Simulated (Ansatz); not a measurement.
## One elementary step

Start structure (InH₅SO₂, singlet), relaxed at PBE0-D4/def2-TZVP:

```csv
atom,x (Å),y (Å),z (Å)
In1,0.5951,0.1069,0.0752
S2,0.6826,2.4174,-0.4135
O3,0.2602,-0.6829,1.8600
O4,0.9281,-1.2139,-1.3529
H5,-2.3270,-0.1776,-0.3374
H6,-2.1859,-0.4855,0.3312
H7,0.9908,2.1818,-1.7009
H8,0.1743,-0.0314,2.5598
H9,0.8816,-2.1147,-1.0215
```

The step: InH₃SO₂ ([OH][In]([OH])[SH]) + H₂ → InH₃O₂ ([OH][InH][OH]) + H₂S (still joined by a long In–S bond); bonds formed: In1–H6, S2–H5; bonds broken: H5–H6; bonds weakened to dative contacts: In1–S2. Ansatz 0.2.0; basis: def2-TZVPP and def2-QZVPP; cores frozen in the correlated methods. Filled d shells of the heavier atoms are correlated. Core potentials replace the inner electrons of the atoms past krypton. The def2 sets are not built for correlating such inner shells, so the correlated values are less sure here. Extrapolation: Hartree–Fock as exp(−7.88 √X), correlation as X^−2.97. Energies below are by CCSD(T) at an estimated basis limit (MP2 extrapolated from triple and quadruple zeta, plus CCSD(T) − MP2 in triple zeta).

(1) What are the electronic barrier and the energy of the step, from the start structure to the end structure? (Judge from chemistry; the value comes from the calculation.)

No T1 diagnostic of these runs exceeds 0.017.

Answers

(1) By the calculation: Barrier 149.5 kJ/mol; step energy 26.9 kJ/mol (uphill); reverse barrier, their difference, 122.6 kJ/mol. Barrier and step energy count from the start structure, the reverse barrier from the end structure.

The saddle point: One imaginary mode of 1263i cm⁻¹.
| pair | start (Å) | saddle (Å) | end (Å) |
| --- | --- | --- | --- |
| In1–H6 | 2.85 | 1.93 | 1.70 |
| S2–H5 | 3.97 | 1.66 | 1.34 |
| In1–S2 | 2.36 | 2.62 | 2.84 |
| H5–H6 | 0.75 | 1.09 | 3.50 |

Zero-point energy (harmonic, PBE0-D4): ZPE is 124.5 kJ/mol at the start and 123.0 kJ/mol at the saddle, so the barrier goes from 149.5 to 148.1 kJ/mol.

Labels in which every atom is bracketed show which atoms are joined, not bond orders.

For scale, one of the runs: CCSD(T)/def2-TZVPP, 224 basis functions, launched by `ansatz run in.yaml --threads 4 --pin off --events-out ev --progress --plain --max-ram 9574MiB`. Time: 3.1 min of wall clock on 4 CPU threads of an Intel Xeon; the host was shared. Peak host memory: 4 GiB.
